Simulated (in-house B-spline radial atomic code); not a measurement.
Configurations of Bi7+, with energies counted from [Xe] 4f14 (5d3/2)4 (5d5/2)4. All numbers are computed (Dirac-Hartree-Fock, average of each configuration as written; Fermi nucleus of rms radius 5.5211 fm) with a radial B-spline atomic code at the basis-set limit, not measured. Energies include first-order Breit, QED and recoil terms.

Occupations are held fixed; configurations that lie above the ionisation limit could autoionise.

```json
{"configuration": "[Xe] 4f14 (5d3/2)3 (5d5/2)5", "E - E(ref) (eV)": "3.4384", "highest orbital": "5d5/2", "its <r> (bohr)": "1.147"}
{"configuration": "[Xe] 4f14 (5d3/2)1 (5d5/2)6 (5g7/2)1", "E - E(ref) (eV)": "97.844", "highest orbital": "5g7/2", "its <r> (bohr)": "3.324"}
{"configuration": "[Kr] 4d10 4f14 5s2 (5p1/2)1 (5p3/2)4 (5d3/2)4 (5d5/2)4 7s1", "E - E(ref) (eV)": "171.72", "highest orbital": "7s1/2", "its <r> (bohr)": "3.154"}
{"configuration": "[Xe] (4f5/2)6 (4f7/2)7 (5d3/2)4 (5d5/2)4 (9p3/2)1", "E - E(ref) (eV)": "242.3", "highest orbital": "9p3/2", "its <r> (bohr)": "7.661"}
{"configuration": "[Xe] (4f5/2)5 (4f7/2)8 (5d3/2)3 (5d5/2)5 (7f7/2)1", "E - E(ref) (eV)": "246.25", "highest orbital": "7f7/2", "its <r> (bohr)": "5.483"}
{"configuration": "[Xe] (4f5/2)5 (4f7/2)8 (5d3/2)3 (5d5/2)5 9s1", "E - E(ref) (eV)": "249.03", "highest orbital": "9s1/2", "its <r> (bohr)": "6.973"}
```

Task: Order these further configurations by energy, lowest first.
A. [Xe] 4f14 (5d3/2)4 (5d5/2)3 (8d3/2)1
B. [Kr] (4d3/2)3 (4d5/2)6 4f14 5s2 5p6 (5d3/2)4 (5d5/2)4 (8f7/2)1
C. [Xe] (4f5/2)6 (4f7/2)7 (5d3/2)4 (5d5/2)4 (7p1/2)1
D. [Kr] 4d10 4f14 5s2 (5p1/2)2 (5p3/2)3 (5d3/2)3 (5d5/2)5 8s1
E. [Xe] 4f14 (5d3/2)2 (5d5/2)6

Result: E (6.5 eV), A (98.095 eV), D (167.61 eV), C (216.02 eV), B (557.02 eV).

Task: How far above the reference does [Xe] (4f5/2)6 (4f7/2)7 (5d3/2)4 (5d5/2)4 (9d3/2)1 lie?

Result: 245.15 eV; its least bound orbital is 9d3/2 with <r> = 8.636 bohr.
